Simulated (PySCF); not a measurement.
# What a mistake does to a calculation on BCGeH6O

Calculated results; nothing here was measured. The program is PySCF 2.14.0, an open-source quantum chemistry code, run on an isolated molecule that a program drew, which may never have been made. The molecule is BCGeH6O (charge 0, doublet), drawn as the SMILES string `OB[CH2][GeH2]`.

Each row is a Hartree-Fock (HF) and frozen-core CCSD(T) single point in the cc-pVDZ basis, meant for a local HF minimum. Run 1 is clean. Each other run has one planted mistake out of seven kinds, and not every kind appears here: one electron removed, one electron added, multiplicity raised by two, geometry at a saddle point, minimal basis STO-3G, one bond length entered in bohr, all coordinates scaled. The reference is restricted for singlets and unrestricted otherwise, and also for a bond in bohr. Adding or removing an electron swaps singlet and doublet. Electrons count all cores. HOMO and LUMO are orbital energies over both spins, the gradient is its largest component, and the lowest frequency (negative if imaginary) is given only where the gradient is small. Bond lengths are over the 9 bonds as drawn. T1 is the CCSD diagnostic: over 0.02 (restricted) or 0.045 (unrestricted) a single reference is doubtful. Germanium has the cc-pVDZ-PP basis, with a core potential (ECP10MDF) in place of its 10 inner electrons, and its 3s, 3p and 3d shells are frozen in CCSD(T).

Geometry of the clean run:
```xyz
10
BCGeH6O, angstrom
O    -2.8801    0.7735   -3.1270
B    -1.8882   -0.1461   -3.1710
C    -0.3716    0.1951   -2.9157
Ge    0.1304   -0.2386   -1.0438
H    -2.5891    1.6565   -2.9545
H    -2.2385   -1.2746   -3.3917
H    -0.1251    1.2497   -3.0747
H     0.2824   -0.4127   -3.5460
H    -0.0714   -1.7301   -0.7331
H    -0.6766    0.6095   -0.0439
```

| run | electrons | basis functions | <S^2> | HOMO (eV) | LUMO (eV) | gradient (hartree/bohr) | lowest frequency (cm^-1) | mean bond (Å) | longest bond (Å) | T1 | HF (hartree) | CCSD(T) (hartree) | mistake |
|---|---|---|---|---|---|---|---|---|---|---|---|---|---|
| 1 | 57 | 95 | 0.754 | -8.62 | 1.07 | 8.4e-06 | 72 | 1.3696 | 1.986 | 0.0141 | -434.31517 | -434.87394 | no fault |
| 2 | 58 | 95 | 0.000 | -0.59 | 8.59 | 6.4e-02 | - | 1.3696 | 1.986 | 0.0152 | -434.30399 | -434.89194 | one electron added |
| 3 | 57 | 95 | 1.164 | -8.68 | 0.60 | 2.2e-02 | - | 1.5218 | 2.909 | 0.0355 | -434.22928 | -434.77787 | one bond length entered in bohr |
| 4 | 57 | 95 | 3.770 | -4.36 | -2.58 | 7.8e-02 | - | 1.3696 | 1.986 | 0.0262 | -434.04898 | -434.61213 | multiplicity raised by two |
| 5 | 57 | 95 | 0.754 | -8.73 | 0.88 | 4.0e-02 | - | 1.4230 | 2.063 | 0.0151 | -434.30269 | -434.86860 | ? |

**Which mistake was planted in run 5, and what did it cost?**

The mean and the longest bond both change by the same factor, 1.039, and the gradient is no longer small. So the mistake is: all coordinates scaled. Subtracting run 1 and multiplying by 627.51 kcal/mol a hartree, the energy moved by 7.8 kcal/mol in HF and 3.4 kcal/mol in CCSD(T).

